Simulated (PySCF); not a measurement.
Two species compared at the same levels of theory.

First species: dichloromaleic anhydride, C4Cl2O3.
SMILES with atom numbers: `[O:1]=[C:2]1[O:3][C:4](=[O:5])[C:6]([Cl:7])=[C:8]1[Cl:9]`

Second species: C₂H₁₀OPSi (charge +1).
InChI=1S/C2H10OPSi/c1-2-3-5-4/h2,5H2,1,4H3/q+1

Levels: PBE0/def2-SVPD for HOMO energy, LUMO energy, HOMO–LUMO gap, static isotropic polarisability and electronic spatial extent ⟨r²⟩ about the centre of nuclear charge; TDDFT PBE0/def2-SVPD for lowest singlet excitation; TDA PBE0/def2-SVPD for lowest triplet excitation (Tamm–Dancoff); GFN2-xTB for rotational constant A and rotational constant C. Geometries: GFN2-xTB. Each structure is a single optimised conformer of the isolated species, non-relativistic unless stated. Electronic properties by PySCF.

The conformers computed, where there is a choice (atom-mapped SMILES and torsion angles):
- `[CH3:1][CH2:2][O:3][SiH2:4][PH3+:5]`: C1–C2–O3–Si4 180°, C2–O3–Si4–P5 180°

```csv
property,column X,column Y
HOMO energy,-12.70 eV,-8.75 eV
LUMO energy,-5.61 eV,-3.69 eV
HOMO–LUMO gap,7.09 eV,5.06 eV
lowest singlet excitation,5.82 eV,4.00 eV
lowest triplet excitation (Tamm–Dancoff),5.67 eV,2.88 eV
static isotropic polarisability,74.3 au,83.7 au
electronic spatial extent ⟨r²⟩ about the centre of nuclear charge,1018 bohr²,1490 bohr²
rotational constant A,5.338 GHz,1.473 GHz
rotational constant C,1.154 GHz,0.663 GHz
```

(1) Which column belongs to which species?

(2) How does each property change from the first species to the second?

Answers

(1) Column X is the second species and column Y the first. The first has 9 atoms and 82 electrons, the second 15 and 58; their charges are 0 and +1, their HOMO energies -8.75 eV and -12.70 eV.

(2) HOMO energy -3.95 eV; LUMO energy -1.92 eV; HOMO–LUMO gap +2.03 eV; lowest singlet excitation +1.82 eV; lowest triplet excitation (Tamm–Dancoff) +2.79 eV; static isotropic polarisability -9.4 au; electronic spatial extent ⟨r²⟩ about the centre of nuclear charge -472 bohr²; rotational constant A +3.865 GHz; rotational constant C +0.491 GHz.

On the first: The vertical singlet–triplet gap S1 − T1 is 1.12 eV (TDDFT singlet less Tamm–Dancoff triplet; S1: HOMO−1→LUMO, weight 0.98; T1: HOMO→LUMO, weight 0.95). S1 lies 1.06 eV below the HOMO–LUMO gap; its leading configuration is HOMO−1→LUMO, weight 0.98.

On the second: The polarisability is 11.01 Å³ as a volume (1 au = 0.148185 Å³), or 1.28 au for each of the 58 electrons. S1 lies 1.27 eV below the HOMO–LUMO gap; its leading configuration is HOMO→LUMO, weight 0.96.
